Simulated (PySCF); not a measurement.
A small calculation by hand: dipole moment from atomic charges

ClH3HfS3, SMILES [Hf]([SH])([Cl])([SH])[SH], multiplicity 1. Atoms are numbered in the order given.

```xyz
8

Hf     0.0520    -0.0149    -0.0122
Cl     2.1637    -1.0267     0.0484
S     -0.0340     1.9352     1.4355
H     -1.3122     1.6520     1.7855
S     -0.5971     0.6583    -2.2459
H     -1.0363     1.8570    -1.7920
S     -1.6946    -1.5341     0.7031
H     -0.9672    -1.9292     1.7789
```
Charge 0, spin multiplicity 1.

Geometry: PBE0-D3(BJ)/def2-SVP. The multiplicity is an assumed one; no other spin state was optimised. The structure was generated by enumeration; whether it is a known compound was not checked. The def2 effective core potentials stand for the cores of Hf; spin–orbit coupling is left out. The values are those of a single conformer.

Charges (e) from B3LYP/def2-TZVP (PySCF):

| atom | Mulliken | ESP fit |
|---|---|---|
| Hf1 | 1.022 | 0.718 |
| Cl2 | -0.327 | -0.214 |
| S3 | -0.405 | -0.329 |
| H4 | 0.172 | 0.145 |
| S5 | -0.400 | -0.274 |
| H6 | 0.171 | 0.136 |
| S7 | -0.389 | -0.335 |
| H8 | 0.156 | 0.153 |

The dipole moment of the full density is 1.20 D.

What dipole moment does each set of point charges give, and which comes closer to that of the density?


μ = Σ q r, and 1 e Å = 4.8032 D.
Mulliken: Σ q r = (-0.296, 0.171, 0.293) e Å, |μ| = 2.16 D.
ESP fit: Σ q r = (-0.162, 0.103, 0.176) e Å, |μ| = 1.25 D.
ESP fit comes closer in size. Point charges leave out the atoms' own dipoles (lone pairs, polarised bonds); fits to the potential absorb them, partitions of the density don't.
